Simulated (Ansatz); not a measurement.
The pair A = CH4OSe (SMILES CO[SeH]) (first 7 atoms), B = CH4 (SMILES C); geometry from B3LYP-D3(BJ)/def2-TZVP.
(charge 0, multiplicity 1):
```csv
atom,x (Å),y (Å),z (Å)
C,1.8353,0.8063,0.8019
O,0.4378,0.7690,0.5231
Se,-0.2413,-0.8850,0.2262
H,2.0930,0.1789,1.6584
H,2.0649,1.8478,1.0322
H,2.4225,0.4897,-0.0653
H,0.1688,-0.9781,-1.1963
C,-0.0456,0.0024,3.9507
H,0.2092,-0.9775,3.5478
H,-0.9104,-0.0907,4.6063
H,0.7993,0.3898,4.5192
H,-0.2776,0.6826,3.1329
```

Frozen-core correlation. Filled d and f shells under p-block atoms count as core. MP2 and its Hartree–Fock in aug-cc-pVTZ are density fitted.

The values were computed with Ansatz (a program for electronic structure) with Gaussian orbitals. Each number belongs to the level named beside it.

The counterpoise-corrected interaction energy is E(AB) − E(A in the pair's basis) − E(B in the pair's basis). Total energies (hartree):

| level | AB | A in the pair's basis | B in the pair's basis |
|---|---|---|---|
| HF/aug-cc-pVDZ | -2555.0426287 | -2514.8441142 | -40.1998447 |
| MP2/aug-cc-pVDZ | -2555.6973574 | -2515.3274295 | -40.3681441 |
| HF/aug-cc-pVTZ | -2555.1616607 | -2514.9494319 | -40.2135920 |
| MP2/aug-cc-pVTZ | -2555.9566144 | -2515.5398597 | -40.4145727 |
| CCSD(T)/aug-cc-pVDZ | -2555.7764916 | -2515.3788220 | -40.3959811 |

Problem. Work out the counterpoise-corrected interaction energy at the basis-set limit: extrapolate the MP2 correlation part as X⁻³, take Hartree–Fock from the larger set, and add the CCSD(T) − MP2 difference of aug-cc-pVDZ.

Solution. 
1. Differences (1 hartree = 627.509 kcal/mol): HF/aug-cc-pVDZ 0.835; MP2/aug-cc-pVDZ -1.119; HF/aug-cc-pVTZ 0.855; MP2/aug-cc-pVTZ -1.369; CCSD(T)/aug-cc-pVDZ -1.060.
2. Correlation parts, MP2 less HF: -1.954 in aug-cc-pVDZ (X = 2), -2.225 in aug-cc-pVTZ (X = 3).
3. Limit (3³·(-2.225) − 2³·(-1.954))/(3³ − 2³) = -2.339; with HF/aug-cc-pVTZ it gives -1.483.
4. CCSD(T) less MP2 in aug-cc-pVDZ: 0.060.
Result: -1.42 kcal/mol, against -1.12 at MP2/aug-cc-pVDZ. It is an estimate of this method's limit, not of the exact value.
